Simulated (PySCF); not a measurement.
Two species compared at the same levels of theory.

First species: C₆H₁₁NSSi.
InChI=1S/C6H11NSSi/c1-8-9(2)4-3-6(9)5-7/h6H,3-4H2,1-2H3/t6-,9+/m1/s1

Second species: C4H5F2NO.
Structure used (GFN2-xTB), in Å, numbered top down from 1:
```
atom  x, y, z in Å
C1    -2.491   -0.025    0.139
C2    -1.277   -0.147    0.657
C3    -0.037    0.022   -0.113
N4     0.131    0.289   -1.333
O5     1.052   -0.162    0.695
C6     2.287   -0.052    0.130
F7     3.096   -0.959    0.699
F8     2.826    1.154    0.405
H9    -2.653    0.213   -0.901
H10   -3.376   -0.161    0.736
H11   -1.123   -0.384    1.699
H12   -0.721    0.404   -1.868
H13    2.280   -0.191   -0.963
```

Levels: PBE0/pcSseg-1 for dipole moment, HOMO energy, LUMO energy and HOMO–LUMO gap; GFN2-xTB for rotational constant A and rotational constant C. Geometries: GFN2-xTB. Each species is one conformer at its optimised geometry, gas phase, non-relativistic unless stated; the electronic structure was computed with PySCF and density fitting.

Dipoles, sizes and rotational constants follow the conformer. The torsions of the flexible species, by atom-mapped SMILES:
- `[CH3:1][S:2][Si@@:3]1([CH3:4])[CH2:5][CH2:6][C@@H:7]1[C:8]#[N:9]`: C1–S2–Si3–C4 -45°
- `[H]/[N:4]=[C:3](\[CH:2]=[CH2:1])[O:5][CH:6]([F:7])[F:8]`: C1–C2–C3–N4 0°, C2–C3–O5–C6 179°, C3–O5–C6–F7 -143°

(1) Which has the higher HOMO energy?

(2) Which has the higher dipole moment?

(3) Which of the two has the higher rotational constant A, and by how much?

(4) Which of the two has the higher HOMO–LUMO gap, and by how much?

(5) Which has the higher rotational constant C?

(6) Which of the two has the higher LUMO energy, and by how much?

Results:

(1) The first: -7.11 eV against -8.22 eV, a difference of 1.11 eV.

(2) The first: 4.84 D against 4.14 D, a difference of 0.70 D.

(3) The second: 5.228 GHz against 1.900 GHz, a difference of 3.328 GHz.

(4) The first: 6.95 eV against 6.40 eV, a difference of 0.55 eV.

(5) The second: 0.998 GHz against 0.692 GHz, a difference of 0.306 GHz.

(6) The first: -0.16 eV against -1.82 eV, a difference of 1.66 eV.

On the first: The dipole matches unit charges of opposite sign 1.01 Å apart (1 e·Å = 4.8032 D).

On the second: A dipole of 4.14 D is allowed in C1, and pure rotational transitions are dipole-allowed. In atomic units the dipole is 1.63 e·bohr (1 au = 2.5417 D).
